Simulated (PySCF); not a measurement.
## Indirect couplings

Geometry:
```tsv
atom	x (Å)	y (Å)	z (Å)
C1	-1.336	1.289	0.948
C2	-1.448	0.134	0.264
C3	-0.747	-1.131	0.536
Ga4	0.862	-1.267	-0.701
N5	1.572	0.701	-0.357
H6	-0.764	1.345	1.883
H7	-1.872	2.190	0.639
H8	-2.074	0.146	-0.641
H9	-0.394	-1.200	1.577
H10	-1.382	-2.005	0.319
H11	0.538	-1.180	-2.248
H12	2.071	-2.141	-0.177
H13	0.731	1.238	-0.094
H14	1.995	1.138	-1.174
H15	2.238	0.759	0.412
```

Indirect spin–spin couplings were computed at B3LYP/pcJ-1 (pcSseg-1 on Ga) (spin–dipole term only in couplings to heteroatoms) (PySCF 2.14.0 with density-fitted response routines) on a PBE0-D3(BJ)/def2-SVP structure, for the isolated molecule, without vibrational or relativistic corrections. Couplings are averaged over pairs made equivalent by symmetry, fast rotation or ring inversion, so a value needn't be that of the named pair in this geometry, while other rotamers aren't included; one pair stands for each set, and the list holds a selection of those of at least 0.8 Hz over up to four bonds.

Isotopes: $^{13}$C, $^{1}$H, $^{15}$N.

```json
{"pair": "C1, C2", "bonds": "1", "J (Hz)": "72.1"}
{"pair": "C1, H6", "bonds": "1", "J (Hz)": "?"}
{"pair": "C1, H7", "bonds": "1", "J (Hz)": "169.5"}
{"pair": "C2, C3", "bonds": "1", "J (Hz)": "43.4"}
{"pair": "C2, H8", "bonds": "1", "J (Hz)": "154.1"}
{"pair": "C3, H9", "bonds": "1", "J (Hz)": "137.1"}
{"pair": "N5, H13", "bonds": "1", "J (Hz)": "-70.9"}
{"pair": "C1, H8", "bonds": "2", "J (Hz)": "1.5"}
{"pair": "C2, H9", "bonds": "2", "J (Hz)": "-4.9"}
{"pair": "C3, H8", "bonds": "2", "J (Hz)": "6.1"}
{"pair": "C3, H11", "bonds": "2", "J (Hz)": "11.1"}
{"pair": "N5, H11", "bonds": "2", "J (Hz)": "-7.3"}
{"pair": "H9, H10", "bonds": "2", "J (Hz)": "?"}
{"pair": "H11, H12", "bonds": "2", "J (Hz)": "27.7"}
{"pair": "H13, H14", "bonds": "2", "J (Hz)": "?"}
{"pair": "C1, H9", "bonds": "3", "J (Hz)": "?"}
{"pair": "C2, N5", "bonds": "3", "J (Hz)": "-0.8"}
{"pair": "C2, H11", "bonds": "3", "J (Hz)": "?"}
{"pair": "C3, H6", "bonds": "3", "J (Hz)": "?"}
{"pair": "C3, H13", "bonds": "3", "J (Hz)": "1.0"}
{"pair": "N5, H9", "bonds": "3", "J (Hz)": "-0.8"}
{"pair": "H6, H8", "bonds": "3", "J (Hz)": "18.1"}
{"pair": "H7, H8", "bonds": "3", "J (Hz)": "11.5"}
{"pair": "H8, H9", "bonds": "3", "J (Hz)": "10.9"}
{"pair": "H11, H13", "bonds": "3", "J (Hz)": "?"}
{"pair": "H6, H9", "bonds": "4", "J (Hz)": "?"}
```

Estimate the withheld couplings, with signs.

Answers


- $^{1}J$(C1,H6) = 159.6 Hz (bond length 1.097 Å, sp2 carbon)
- $^{2}J$(H9,H10) = -10.2 Hz (angle at C3 109°)
- $^{2}J$(H13,H14) = -10.9 Hz
- $^{3}J$(C1,H9) = 9.0 Hz (mean over equivalent pairs that range from 7.6 to 10.5 Hz in this conformer)
- $^{3}J$(C2,H11) = 1.7 Hz (mean over equivalent pairs that range from 0.4 to 3.0 Hz in this conformer)
- $^{3}J$(C3,H6) = 6.2 Hz (dihedral angle 7°)
- $^{3}J$(H11,H13) = 1.1 Hz (mean over equivalent pairs that range from -0.9 to 3.4 Hz in this conformer)
- $^{4}J$(H6,H9) = -1.4 Hz

Relativistic effects of the heavier atoms present are left out.
